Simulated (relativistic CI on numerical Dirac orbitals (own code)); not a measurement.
## Radial parameters of V XIX

Method of calculation: Dirac-Coulomb-Breit CI, orbitals from a KLI potential per configuration, model QED (radiative potential, 1s self-energy scaled to tabulated hydrogen-like ionisation energies), unscaled Slater integrals (own radial code, finite nucleus).

Slater integrals F^k, G^k are unscaled and averaged over j, outside the closed core 1s2; ζ comes from projecting the Hamiltonian with its Breit term on Σ l·s of the shell.

- 2s²2p: ζ(2p) = 46736 cm⁻¹; <r>(2p) = 0.2416, <r^2>(2p) = 0.07054 (bohr units).
- 2s2p²: F^2(2p,2p) = 394610, G^1(2s,2p) = 424150, ζ(2p) = 46203 cm⁻¹; <r>(2s) = 0.2807, <r^2>(2s) = 0.09224, <r>(2p) = 0.2421, <r^2>(2p) = 0.07084 (bohr units).
- 2p³: F^2(2p,2p) = 392980, ζ(2p) = 45693 cm⁻¹; <r>(2p) = 0.2431, <r^2>(2p) = 0.07141 (bohr units).

Averages of the first 10 configurations, taken without configuration mixing, which lowers the lowest level and can move excited configurations by several eV; other configurations of the list can lie among them:

| Configuration | Parity | States | Average energy above the lowest level (eV) |
| --- | --- | --- | --- |
| 2s²2p | odd | 6 | 10.1 |
| 2s2p² | even | 30 | 69.8 |
| 2p³ | odd | 20 | 146.4 |
| 2p²3s | even | 30 | 879.1 |
| 2p²3p | odd | 90 | 898.0 |
| 2p²3d | even | 150 | 915.1 |
| 2s²3s | even | 2 | 765.8 |
| 2s²3p | odd | 6 | 787.1 |
| 2s²3d | even | 10 | 804.5 |
| 2s2p3s | odd | 24 | 813.8 |
